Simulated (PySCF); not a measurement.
C2H12OSi3, SMILES C(C[Si@@H](O)[SiH3])[SiH3]. Atoms are numbered in the order given.

```xyz
18

O     -0.6412     0.0582    -1.5793
Si    -0.8848     0.1687     0.0761
Si    -2.6529    -1.2892     0.5601
C      0.6594    -0.3330     1.0390
C      1.8527     0.6266     0.9528
Si     2.5817     0.9185    -0.7657
H     -0.1133     0.7555    -1.9827
H     -1.2402     1.5778     0.4601
H     -2.9440    -1.2613     2.0293
H     -2.2852    -2.6905     0.1851
H     -3.8950    -0.9027    -0.1766
H      0.3533    -0.4623     2.0937
H      0.9439    -1.3401     0.6855
H      2.6844     0.2629     1.5825
H      1.5842     1.6164     1.3629
H      1.6509     1.7328    -1.6171
H      3.8593     1.6854    -0.6536
H      2.8426    -0.3722    -1.4714
```

Geometry optimised at PBE0-D3(BJ)/def2-SVP. The structure was generated by enumeration; whether it is a known compound was not checked. The values are those of a single conformer.

Level of theory: SMD-M06-2X/def2-SVP (PySCF).

Solvation free energies are E(SMD) − E(gas) at the gas-phase geometry, for 1 M in both phases. In vacuum the dipole moment is 1.84 D.

| solvent | ΔG(solv) (kcal/mol) | its non-electrostatic (CDS) part | dipole (D) |
|---|---|---|---|
| water | -0.4 | 4.9 | 2.47 |
| ethanol | -5.0 | -0.3 | 2.40 |
| tetrahydrofuran | (withheld) | (withheld) | (withheld) |

### Question
Fill in the missing entries. (The exact figures need the calculation; the answer reports its results.)

### Answer

- tetrahydrofuran, ΔG(solv) (kcal/mol): -3.2
- tetrahydrofuran, its non-electrostatic (CDS) part: -0.9
- tetrahydrofuran, dipole (D): 2.24
